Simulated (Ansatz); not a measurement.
`[SiH3]C1C=N1` → `C[SiH2]C#N`  (isomerisation)

Isolated molecules relaxed with PBE0-D4/def2-TZVP in Ansatz; ΔE leaves out vibrations. CCSD(T)/CBS adds triple-zeta CCSD(T) − MP2 to the extrapolated MP2 energy (def2 sets, frozen cores). Functionals use def2-TZVPP.

| level | ΔE (kJ/mol) |
| --- | --- |
| BLYP-D4 | -254.2 |
| r2SCAN | -248.8 |

**Question.** What does CCSD(T)/CBS give? (Estimate.)

**Answer.** The calculation gave: -261.0 kJ/mol. The listed levels differ from it by 6.8, 12.2 kJ/mol.

Largest T1 diagnostic among the species: 0.012.

At CCSD(T), def2-SVP lies +10.0 kJ/mol from the extrapolated value and def2-TZVPP −2.5 kJ/mol. In def2-TZVPP, CCSD(T) changes the Hartree–Fock value by +25.9 kJ/mol (the triples alone add +4.6 kJ/mol) and MP2 by +21.2 kJ/mol. From BLYP to BHLYP (50 % exact exchange), in def2-TZVPP and without D4, ΔE moves by −11.2 kJ/mol.
